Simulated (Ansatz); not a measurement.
Geometry optimisation, Ansatz 0.2.0, RKS PBE/def2-SVP.

input.yaml

```yaml
crystal:
  periodic: [false, false, false]
  atoms:
    - { symbol: Si, position_ang: [-0.871851, 0.019498, 0.595087] }
    - { symbol: H, position_ang: [1.663006, 0.207457, 1.39062] }
    - { symbol: O, position_ang: [2.000824, -0.038706, 0.491465] }
    - { symbol: H, position_ang: [2.011572, -1.014507, 0.553156] }
    - { symbol: O, position_ang: [-1.120199, 1.358055, -0.388757] }
    - { symbol: H, position_ang: [-1.280614, 1.132022, -1.329603] }
    - { symbol: O, position_ang: [-1.096276, -1.20573, -0.572774] }
    - { symbol: H, position_ang: [-1.076762, -2.106588, -0.199894] }
basis:
  gaussian: { orbitals: def2-SVP }
hamiltonian:
  xc: pbe
relax:
  f_tol: 0.03
  max_steps: 50
output:
  orbitals: {}
```

Launched with:

```bash
$ ansatz run input.yaml --threads 1 --pin off --max-ram 2048MiB --backend cpu --events-out ev --progress --plain --runs-dir out
```

Question: Where does it end, and by what steps?

Answer: It converged. After 15 steps the energy has fallen by 0.160 eV; H4 moved furthest, 1.00 Å.

```csv
step,energy less start (eV),largest force component (eV/Å),accepted
0,0.0000,0.546,yes
1,0.0365,2.217,no
2,-0.0161,0.524,yes
3,-0.0262,0.913,yes
4,-0.0372,1.231,yes
5,-0.0633,0.641,yes
6,-0.0779,0.449,yes
7,-0.0888,0.844,yes
8,-0.1044,0.843,yes
9,-0.1342,0.342,yes
10,-0.1511,0.106,yes
11,-0.1476,0.349,no
12,-0.1582,0.038,yes
13,-0.1589,0.056,yes
14,-0.1594,0.044,yes
15,-0.1596,0.026,yes
```

```xyz
8
Properties=species:S:1:pos:R:3
Si -0.884 0.104 0.719
H 1.775 -0.233 1.408
O 1.431 0.125 0.565
H 1.239 -0.679 0.018
O -1.065 1.321 -0.433
H -0.865 1.039 -1.349
O -0.572 -1.233 -0.383
H -0.829 -2.093 -0.004
```

Run time: 33 s on 1 thread of Arm Neoverse V1, on a shared host, peak memory 0.14 GiB.
